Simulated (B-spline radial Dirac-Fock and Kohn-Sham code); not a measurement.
Isotope-shift constants of the inner levels of Ce

System: atomic cerium, 1s2 2s2 2p6 3s2 3p6 3d10 4s2 4p6 4d10 4f1 5s2 5p6 5d1 6s2.

Model: first-order field-shift and mass-shift constants from Dirac-Fock ground and hole states with a Fermi nucleus; the mass shift has no relativistic recoil terms. Program: a B-spline atomic structure program. A binding energy shifts by δE = F·δ⟨r²⟩ + (K_N + K_S)·δ(1/M); F is taken for a change of radius at fixed skin thickness and so holds the higher radial moments.

```
     level  F (meV/fm²)
    K (1s)       -181.5
   L1 (2s)       -22.40
L2 (2p1/2)       0.5725
L3 (2p3/2)        1.206
   M1 (3s)       -4.605
M2 (3p1/2)       0.1897
M3 (3p3/2)       0.3393
M4 (3d3/2)       0.3105
M5 (3d5/2)       0.3026
```

The mass shift is not given and not included below: at this Z its relativistic corrections are large. It matters little for K lines but can be comparable with the field shift of L lines.

Field shifts alone in meV from A = 140 (mass 139.9054 u, rms radius 4.8771 fm); radii from Angeli and Marinova (2013).

```
  A  mass (u)  radius (fm)     Kα1     Kα2     Kβ1   Lα1
136  135.9071       4.8739    +5.7    +5.7    +5.7   0.0
138  137.9060       4.8737    +6.1    +6.0    +6.0   0.0
142  141.9093       4.9063   -52.2   -52.0   -51.9  +0.3
144  143.9137       4.9303       ?       ?       ?     ?
146  145.9188        4.959  -147.2  -146.7  -146.5  +0.7
148  147.9244       4.9893  -202.2  -201.5  -201.3  +1.0
```

Question: What are the shifts for A = 144?

Answer: Kα1 -95.3 meV; Kα2 -95.0 meV; Kβ1 -94.9 meV; Lα1 +0.5 meV.

Values without a named source are computed, but for edge energies of neutral atoms, which are taken from tables.
